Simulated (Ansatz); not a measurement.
Consider the substitution at a C–Ge bond: `N[CH](F)[GeH3]` + CH₃SH → `CSC(N)F` + GeH₄.

Computed with Ansatz on PBE0-D4/def2-TZVP structures; ΔE is electronic, products minus reactants. CCSD(T)/CBS is the MP2 limit (def2-TZVPP, def2-QZVPP) plus CCSD(T) − MP2 in def2-TZVPP, frozen cores. This one scheme is used for every species. DFT in def2-TZVPP. For Ge outer-core shells are correlated without core-valence functions, which leaves a few kJ/mol of doubt a bond. Scalar relativity is left out up to krypton. One conformer a species, not always the lowest.

`N[CH](F)[GeH3]`:

```xyz
10

N    -1.161   -0.887    0.398
C     0.121   -0.703   -0.141
F     1.144   -1.273    0.658
Ge    0.536    1.224   -0.360
H    -1.294   -0.423    1.286
H    -1.429   -1.859    0.474
H     0.186   -1.221   -1.101
H     0.153    1.936    0.949
H     2.033    1.408   -0.641
H    -0.291    1.797   -1.520
```

CH₃SH:

```xyz
6

C     0.379   -0.311    0.031
S    -1.286    0.202   -0.445
H     1.139    0.310   -0.440
H     0.495   -1.334   -0.328
H     0.504   -0.307    1.113
H    -1.231    1.440    0.069
```

`CSC(N)F`:

Cartesian coordinates in Å:
```
C 0.300 1.519 1.157
S -0.398 1.049 -0.430
C 0.098 -0.681 -0.478
N -0.513 -1.275 -1.588
F -0.245 -1.302 0.737
H 1.385 1.403 1.160
H -0.141 0.939 1.965
H 0.061 2.574 1.297
H 1.185 -0.773 -0.543
H -0.211 -2.228 -1.733
H -1.521 -1.224 -1.543
```

GeH₄:

Z-matrix (Å, degrees):
```
Ge
H 1 1.534
H 1 1.534 2 109.5
H 1 1.534 2 109.5 3 -120.0
H 1 1.534 2 109.5 3 120.0
```

```tsv
level	ΔE (kJ/mol)
PBE-D4	-3.1
ωB97M-V	-2.1
PBE0	-1.6
SCS-MP2/def2-TZVPP	1.8
CCSD(T)/def2-TZVPP	2.0
MP2/def2-QZVPP	-0.3
MP2/CBS(def2)	-0.4
CCSD/CBS(def2)	3.2
```

Q: What does CCSD(T)/CBS give? (Estimate.)

A: Computed: +1.2 kJ/mol. The listed levels differ from it by -4.3, -3.3, -2.8, 0.6, 0.8, -1.5, -1.6, 2.0 kJ/mol.

Largest T1 diagnostic among the species: 0.012.
